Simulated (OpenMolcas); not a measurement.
What dynamic correlation does to the levels of I VI

```
Program             : OpenMolcas
Basis               : ANO-RCC-VQZP [8s7p5d3f2g]
Scalar Hamiltonian  : DKH2, point nucleus
Active space        : 2 electrons in 4 orbitals (5s 5p)
State averaging     : 2S+1 = 3 even, 3 roots; 2S+1 = 1 even, 7 roots; 2S+1 = 3 odd, 3 roots; 2S+1 = 1 odd, 3 roots
Spin-orbit coupling : RASSI with atomic mean-field integrals over the reference wave functions, term energies averaged over their components
```

Methods on the same reference wave functions:
A. CASSCF
B. SS-CASPT2, IPEA 0.25 Eh, imaginary shift 0.1 Eh (closed shells correlated: 4d)
C. MS-CASPT2, IPEA 0.25 Eh, imaginary shift 0.1 Eh (closed shells correlated: 4d)
D. XMS-CASPT2, IPEA 0.25 Eh, imaginary shift 0.1 Eh (closed shells correlated: 4d)

Energies in cm-1 above 5s2 1S0, the measured ground level; measured values from the list in Rauch et al., Astron. Astrophys. 606, A105 (2017).

```json
{"Level": "5s2 1S0", "A": "0.0", "B": "0.0", "C": "0.0", "D": "0.0", "Measured": "0.0"}
{"Level": "5s 5p 3P* 0", "A": "81510", "B": "86220", "C": "86870", "D": "87980", "Measured": "85666"}
{"Level": "5s 5p 3P* 1", "A": "84929", "B": "89370", "C": "90030", "D": "91120", "Measured": "89262"}
{"Level": "5s 5p 3P* 2", "A": "93424", "B": "98130", "C": "98790", "D": "99890", "Measured": "99685"}
{"Level": "5s 5p 1P* 1", "A": "136766", "B": "124950", "C": "125610", "D": "125980", "Measured": "127424"}
{"Level": "5p2 3P0", "A": "200047", "B": "201130", "C": "201780", "D": "202750", "Measured": "200085"}
{"Level": "5p2 3P1", "A": "206233", "B": "208040", "C": "208690", "D": "209710", "Measured": "208474"}
{"Level": "5p2 1S0", "A": "251843", "B": "242030", "C": "243340", "D": "243710", "Measured": "245658"}
```

Deviations, from unrounded energies. A percentage is the sum of absolute deviations over the sum of measured energies, with the sign that they share, or ± where signs differ.

```tsv
Against measurement	Levels	A	B	C	D
mean absolute deviation (cm-1)	7	4700	1400	1300	1700
other configurations (%)	7	±3.1	±0.9	±0.8	±1.1
```

C lies closest to measurement on these levels and A furthest from it. The largest miss of C in the table is 5p2 1S0, by -2300 cm-1. The ranking rests on the paired levels alone, and a cruder setting can come out closer through cancelling errors.

Among B to D the level of the table that moves most is 5s 5p 3P* 2, by 1800 cm-1 (lowest in B, highest in D). Moves below CASPT2's spread within the term are not significant.

The lowest spin-free term lies below A's lowest term by 0.457 hartree in B, 0.460 hartree in C, 0.466 hartree in D.

Term energies are means over components that CASPT2 splits; among the terms shown or strongly mixed into the levels shown the widest spread is 62 cm-1 (5s 5p 1P*, D). Over all roots computed the reference weight is 0.90 to 0.95 in B, 0.90 to 0.95 in C, 0.82 to 0.95 in D; the roots of lowest weight are the least certain, and an intruder state may touch them. The ¹D term of p² mixes with s d, which this space lacks. Measured partners are found by configuration, term and J. A level has none where our copy of the source lacks it or the pairing is in doubt (some pairs that miss far off the trend of their configuration count as doubtful), and it then counts in no deviation. Levels of configurations outside the active space are missing. Levels that lie high or do not pair safely by name in every column are left out.

* marks odd parity.
